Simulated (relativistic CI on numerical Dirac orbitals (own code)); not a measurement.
## Cu15+: q coefficients and field-shift factors

These numbers are calculated, not measured: Dirac-Coulomb-Breit CI, KLI orbitals optimised for each configuration, derivatives by finite differences, unscaled Slater integrals, QED left out (own radial code, finite nucleus).

Configuration list (outside the closed core [Ne]): 3s²3p², 3s3p³, 3s²3p3d, 3p⁴, 3s3p²3d, 3p³3d, 3s²3d², 3s3d³, 3p²3d², 3p3d³. Double excitations out of closed p, d and f shells are left out; levels of such configurations are missing from the list, as are those of other unlisted configurations, and high levels can miss mixing partners.

With x = (α/α₀)² − 1 an excitation energy changes as ω = ω₀ + qx; K = 2q/ω₀ is the relative enhancement. Terms are leading LS components, so labels can repeat. The field-shift factor is F = δν/δ⟨r²⟩ for the transition from the lowest level.

Lowest level 3s²3p² ³P0.

| Level | ω₀ (cm⁻¹) | q (cm⁻¹) | K | F (GHz/fm²) |
| --- | --- | --- | --- | --- |
| 3s²3p² ³P1 | 18177 | 24130 | 2.65 | -0.0925 |
| 3s²3p² ³P2 | 32791 | 32870 | 2 | -0.139 |
| 3s²3p² ¹D2 | 73999 | 47930 | 1.3 | -0.195 |
| 3s²3p² ¹S0 | 126995 | 49110 | 0.773 | -0.679 |
| 3s3p³ ⁵S°2 | 281850 | 58320 | 0.414 | -27.9 |
| 3s3p³ ³D°1 | 370286 | 52530 | 0.284 | -24.8 |
| 3s3p³ ³D°2 | 370762 | 53770 | 0.29 | -24.9 |
| 3s3p³ ³D°3 | 376813 | 63940 | 0.339 | -25.1 |
| 3s3p³ ³P°0 | 429312 | 64440 | 0.3 | -24.9 |
| 3s3p³ ³P°2 | 430348 | 65750 | 0.306 | -23.5 |
| 3s3p³ ³P°1 | 430634 | 67210 | 0.312 | -24.8 |
| 3s3p³ ¹D°2 | 465146 | 70350 | 0.302 | -17.8 |
| 3s3p³ ³S°1 | 527917 | 57960 | 0.22 | -29.6 |
| 3s²3p3d ³F°2 | 539608 | 32810 | 0.122 | 0.023 |
| 3s²3p3d ³F°3 | 551537 | 43510 | 0.158 | 0.445 |
| 3s²3p3d ³F°4 | 569998 | 63780 | 0.224 | 0.423 |
| 3s3p³ ¹P°1 | 571340 | 80470 | 0.282 | -25.9 |
| 3s²3p3d ³P°2 | 620501 | 35800 | 0.115 | -5.98 |
| 3s²3p3d ³D°1 | 630311 | 36820 | 0.117 | -3.07 |
| 3s²3p3d ¹D°2 | 642892 | 60850 | 0.189 | -8.21 |
| 3s²3p3d ³P°0 | 646726 | 60600 | 0.187 | -2.98 |
| 3s²3p3d ³P°1 | 651357 | 62390 | 0.192 | -3.39 |
| 3s²3p3d ³D°3 | 651825 | 57360 | 0.176 | -2.86 |

At this charge energies of transitions that change n are usually good to better than 1 %, and those within a shell (Δn = 0) to a few per cent.
